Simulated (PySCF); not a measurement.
Cartesian coordinates (Å):
```xyz
4

F      1.4550    -0.2591    -0.1388
Si    -0.0011    -0.0004     0.4270
F     -0.5023     1.3896    -0.1424
F     -0.9515    -1.1301    -0.1458
```
Charge 0, spin multiplicity 2.

Q: Give the dipole moment, highest occupied spin orbital and total energy at the level r2SCAN-D4/def2-TZVP in PySCF.

A: 
```yaml
dipole_moment: 1.10 D
highest_occupied_spin_orbital: -6.90 eV
total_energy: -589.1731 Ha
```
